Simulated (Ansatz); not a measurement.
Species: CH3BO, charge 0, multiplicity 1. 
Structure (B3LYP-D3(BJ)/def2-TZVP (Ansatz, a program for electronic structure) minimum search):
```
B
H 1 1.2065
H 1 1.2065 2 113.74
H 1 1.2065 2 113.74 3 -132.37
C 1 1.5197 2 104.76 4 -113.81
O 5 1.1287 2 147.44 1 180.00
```

Parts of the frozen-core correlation energy in cc-pwCVTZ (Ansatz, hartree). Frozen orbitals: 3; correlated occupied orbitals by spin: 8 and 8; virtual: 160 and 160. Spin-orbit coupling is left out. No relativistic terms.

```json
[
 {"term": "reference (HF)", "value": "-139.19319"},
 {"term": "MP2 opposite-spin", "value": "(withheld)"},
 {"term": "MP2 same-spin", "value": "-0.11985"},
 {"term": "CCSD correlation", "value": "(withheld)"},
 {"term": "(T)", "value": "(withheld)"},
 {"term": "T1 diagnostic", "value": "0.018"},
 {"term": "largest doubles amplitude", "value": "0.063"}
]
```

Task: Complete the blanks.

Result: 
- MP2 opposite-spin, value: -0.38889
- CCSD correlation, value: -0.52394
- (T), value: -0.02426
